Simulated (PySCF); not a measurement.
**A survey of 29Si NMR shifts**

- geometry: GFN2-xTB
- σ from GIAO-PBE0/pcSseg-1
- run in PySCF 2.14
- one computed conformer, relativity neglected, gas phase, averaged over atoms made equivalent by symmetry, fast rotation or ring inversion

Shieldings were converted by a linear fit to measured shifts: 29Si: δ = 279.94 − 0.822σ (rms 8.9 ppm, 72 shifts, 25.8 ppm with the 6 outliers that the fit left out vs TMS, solution or neat liquid). Occasional misses reach two or three times the rms, and more in compound classes unlike the fitted ones.

Task: Give the 29Si shifts of `O=C(O)[SiH2][SiH2]O[SiH3]`, `C=C(C)C1=C[SiH2][C@H]2C[C@@H]1C2`, `CO[Si@H]1OCC(=O)O[SiH2]1`, `CC#C[SiH2][SiH3]`, `[SiH3]OCc1cnoc1[SiH3]`, `CCCC#CC1=C[SiH2][C@H]1C`.

Result: 
| compound | environment | δ (ppm) |
| --- | --- | --- |
| [O:1]=[C:2]([OH:3])[SiH2:4][SiH2:5][O:6][SiH3:7] | Si5: silicon bonded to O, Si, 2 H | -30.8 |
| [O:1]=[C:2]([OH:3])[SiH2:4][SiH2:5][O:6][SiH3:7] | Si7: silicon bonded to O, 3 H | -41.7 |
| [O:1]=[C:2]([OH:3])[SiH2:4][SiH2:5][O:6][SiH3:7] | Si4: silicon bonded to C, Si, 2 H | -83.0 |
| C=C(C)C1=C[SiH2][C@H]2C[C@@H]1C2 | silicon bonded to 2 C, 2 H, in a 6-membered ring | -43.9 |
| [CH3:1][O:2][Si@H:3]1[O:4][CH2:5][C:6](=[O:7])[O:8][SiH2:9]1 | Si9: silicon bonded to O, Si, 2 H, in a 6-membered ring | -30.5 |
| [CH3:1][O:2][Si@H:3]1[O:4][CH2:5][C:6](=[O:7])[O:8][SiH2:9]1 | Si3: silicon bonded to 2 O, Si, H, in a 6-membered ring | -32.1 |
| [CH3:1][C:2]#[C:3][SiH2:4][SiH3:5] | Si4: silicon bonded to C, Si, 2 H | -91.3 |
| [CH3:1][C:2]#[C:3][SiH2:4][SiH3:5] | Si5: silicon bonded to Si, 3 H | -103.2 |
| [SiH3:1][O:2][CH2:3][c:4]1[cH:5][n:6][o:7][c:8]1[SiH3:9] | Si1: silicon bonded to O, 3 H | -35.3 |
| [SiH3:1][O:2][CH2:3][c:4]1[cH:5][n:6][o:7][c:8]1[SiH3:9] | Si9: silicon bonded to C, 3 H | -77.4 |
| CCCC#CC1=C[SiH2][C@H]1C | silicon bonded to 2 C, 2 H, in a 4-membered ring | -41.4 |

Task: Order these by 29Si shift, lowest first.
A. C=C(C)[C@@H]1C[SiH2][C@H]1C#CC
B. CS/C=C/[Si@@H]1OCCS1
C. C[Si](C)(C)c1ccccc1
D. C1=C[SiH2]C(C2CCCC2)=C1
E. CCc1cccc(C[SiH3])c1

Result: E (-58.5 ppm, silicon bonded to C, 3 H), D (-47.5 ppm, silicon bonded to 2 C, 2 H, in a 5-membered ring), A (-38.0 ppm, silicon bonded to 2 C, 2 H, in a 4-membered ring), C (-10.7 ppm, silicon bonded to 4 C), B (-0.2 ppm, silicon bonded to C, O, S, H, in a 5-membered ring).
